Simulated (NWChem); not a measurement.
Molecule: CH$_{3}$BrMg; SMILES [CH3][Mg][Br]

```xyz
6

Mg    -0.0070    -1.1225    -0.0003
Br     0.0363     1.2424     0.0004
C     -0.0455    -3.2026    -0.0003
H     -0.3058    -3.6026    -0.9945
H     -0.7873    -3.5934     0.7160
H      0.9345    -3.6250     0.2778
```
Atoms are numbered in this order, from 1.

The geometry was optimised at PBE0/def2-SVP.

Task: List the 4 lowest vertical singlet excitations from PBE/def2-SVPD, TDA (NWChem).

Result: 
| state | energy (eV) | oscillator strength | leading excitation (squared amplitude) |
|---|---|---|---|
| S1 | 5.06 | 0.035 | HOMO−1 → LUMO (0.66) |
| S2 | 5.06 | 0.035 | HOMO−2 → LUMO (0.66) |
| S3 | 5.45 | 0.319 | HOMO → LUMO (0.87) |
| S4 | 5.67 | 0.050 | HOMO → LUMO+1 (0.98) |
